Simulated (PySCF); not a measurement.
C3H9Si, SMILES C[Si](C)C, multiplicity 2. Atoms are numbered in the order given.

```xyz
13

Si     0.0000     0.0000     0.4283
C     -1.5498    -0.8948    -0.1771
C      1.5498    -0.8948    -0.1771
C      0.0000     1.7896    -0.1771
H     -1.5791    -0.9117    -1.2823
H     -1.5784    -1.9390     0.1731
H     -2.4684    -0.3975     0.1731
H      1.5784    -1.9390     0.1731
H      2.4684    -0.3975     0.1731
H      1.5791    -0.9117    -1.2823
H      0.8900     2.3365     0.1731
H     -0.8900     2.3365     0.1731
H      0.0000     1.8233    -1.2823
```
Charge 0, spin multiplicity 2.

Coordinates come from a r2SCAN-D4/def2-SVP optimisation.

Two levels are set side by side: PBE/pcH-1 (PySCF) and B3LYP/pcH-1 (PySCF). Contact hyperfine couplings, same geometry. Differences are taken from unrounded values.

```
quantity                         B3LYP
------------------------------  ------
A(iso) of 29Si, atom Si1 (MHz)  -482.7
A(iso) of 13C, atom C2 (MHz)      34.2
A(iso) of 13C, atom C3 (MHz)      34.2
A(iso) of 13C, atom C4 (MHz)      34.2
A(iso) of 1H, atom H5 (MHz)       57.7
A(iso) of 1H, atom H6 (MHz)        1.7
A(iso) of 1H, atom H7 (MHz)        1.7
A(iso) of 1H, atom H8 (MHz)        1.7
A(iso) of 1H, atom H9 (MHz)        1.7
A(iso) of 1H, atom H10 (MHz)      57.7
A(iso) of 1H, atom H11 (MHz)       1.7
A(iso) of 1H, atom H12 (MHz)       1.7
A(iso) of 1H, atom H13 (MHz)      57.7
```

Question: What does PBE give, and how far is it from B3LYP? (An estimate is asked for; the answer gives what the named calculation found.)

Answer: 
```
quantity                           PBE  PBE minus B3LYP
------------------------------  ------  ---------------
A(iso) of 29Si, atom Si1 (MHz)  -435.6             47.1
A(iso) of 13C, atom C2 (MHz)      28.5             -5.7
A(iso) of 13C, atom C3 (MHz)      28.5             -5.7
A(iso) of 13C, atom C4 (MHz)      28.5             -5.7
A(iso) of 1H, atom H5 (MHz)       56.2             -1.5
A(iso) of 1H, atom H6 (MHz)        1.9              0.2
A(iso) of 1H, atom H7 (MHz)        1.9              0.2
A(iso) of 1H, atom H8 (MHz)        1.9              0.2
A(iso) of 1H, atom H9 (MHz)        1.9              0.2
A(iso) of 1H, atom H10 (MHz)      56.2             -1.5
A(iso) of 1H, atom H11 (MHz)       1.9              0.2
A(iso) of 1H, atom H12 (MHz)       1.9              0.2
A(iso) of 1H, atom H13 (MHz)      56.2             -1.6
```

Rough cost on one machine, each run with all the roots and properties that it gave: B3LYP against PBE within a factor of 2.
